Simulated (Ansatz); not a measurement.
Total energies of the cluster Li4Se2⁺ from Ansatz at PBE-D4/def2-TZVP, gas phase (1 Eh = 27.2114 eV = 2625.5 kJ/mol). The reference geometry is relaxed at PBE-D4/def2-SVP.

```xyz
6

Li    1.734    0.513   -0.848
Li   -1.861   -1.606   -2.172
Li   -0.945    1.652    0.613
Li    0.360   -1.173    1.577
Se    1.256    1.080    1.463
Se   -0.545   -0.467   -0.633
```

```json
{"state": "charge 1 doublet", "geometry": "reference", "energy (Eh)": "-4832.41574"}
{"state": "charge 0 singlet", "geometry": "reference", "energy (Eh)": "-4832.59861"}
{"state": "charge 1 quartet", "geometry": "relaxed at PBE-D4/def2-SVP", "energy (Eh)": "-4832.30916"}
```

(1) Work out the vertical electron affinity, to the singlet.

(2) Which of the charge 1 states is lowest, and how far above it are the others?

(1) E(charge 1 doublet) − E(charge 0 singlet) = -4832.41574 − (-4832.59861) = 0.18287 Eh = 4.98 eV.

(2) The doublet. quartet: -4832.30916 − (-4832.41574) = 0.10658 Eh = 279.8 kJ/mol.

The structure comes from a short search, and lower isomers may exist.
